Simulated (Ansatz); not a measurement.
Relaxation of CH$_{4}$BOSi (8 atoms, charge -1, multiplicity 1), to a largest force component of 0.02 eV/Å in at most 50 steps.

Level of theory: Ansatz, UKS B3LYP-D4/def2-SVP.

```xyz
8
Properties=species:S:1:pos:R:3:forces:R:3
B -0.075 1.459 -0.144 0.16 -0.96 0.28
C 0.259 0.195 0.637 -4.60 -4.99 -11.90
O 0.763 0.132 1.826 3.57 -6.83 7.42
Si -0.084 -1.399 -0.197 0.91 -2.25 2.18
H -0.541 1.371 -1.237 -0.19 -0.09 -0.42
H 0.115 2.551 0.286 0.16 0.94 0.43
H -0.628 -1.587 -1.547 -0.60 1.28 -1.41
H 0.546 0.882 1.433 0.57 12.90 3.42
```

**Question.** Where does it end, and by what steps?

**Answer.** The run converged. The force dipped under the threshold on the way, but the program's further checks kept it going. Limits of this set-up: an anion without diffuse functions, the dipole of an ion depends on the origin. After 26 steps the energy has fallen by 4.314 eV; H8 moved furthest, 0.61 Å. The start is strongly strained (largest force component 13 eV/Å), so its close contacts needn't be bonds. Parted: C2–H8.

| step | energy less start (eV) | largest force component (eV/Å) | accepted |
| --- | --- | --- | --- |
| 0 | 0.0000 | 12.896 | yes |
| 1 | -2.2203 | 5.556 | yes |
| 2 | -3.4566 | 2.906 | yes |
| 3 | -4.0829 | 2.133 | yes |
| 4 | -4.2744 | 0.863 | yes |
| 5 | -4.2927 | 0.576 | yes |
| 6 | -4.3083 | 0.220 | yes |
| 7 | -4.3099 | 0.103 | yes |
| 8 | -4.3110 | 0.082 | yes |
| 9 | -4.3113 | 0.027 | yes |
| 10 | -4.3114 | 0.003 | yes |
| 11 | -4.3114 | 0.013 | yes |
| 12 | -4.3114 | 0.003 | yes |
| 13 | -4.3115 | 0.004 | yes |
| 14 | -4.3115 | 0.006 | yes |
| 15 | -4.3115 | 0.007 | yes |
| 16 | -4.3042 | 0.382 | no |
| 17 | -4.3116 | 0.019 | yes |
| 18 | -4.3118 | 0.029 | yes |
| 19 | -4.3121 | 0.030 | yes |
| 20 | -4.3125 | 0.050 | yes |
| 21 | -4.3070 | 0.372 | no |
| 22 | -4.3134 | 0.052 | yes |
| 23 | -4.3134 | 0.106 | yes |
| 24 | -4.3135 | 0.063 | yes |
| 25 | -4.3136 | 0.084 | yes |
| 26 | -4.3140 | 0.020 | yes |

```xyz
8
Properties=species:S:1:pos:R:3
B -0.139 1.308 -0.287
C 0.105 0.069 0.516
O 0.644 0.191 1.812
Si 0.142 -1.597 -0.245
H -0.698 1.326 -1.364
H 0.268 2.392 0.157
H -0.693 -1.229 -1.490
H 0.727 1.144 1.958
```

Whether the end is a true minimum wasn't checked by a vibrational analysis.

Run time: 25 s on 2 threads of AMD EPYC 9B45 (Zen 5) (shared host), peak memory 0.22 GiB.
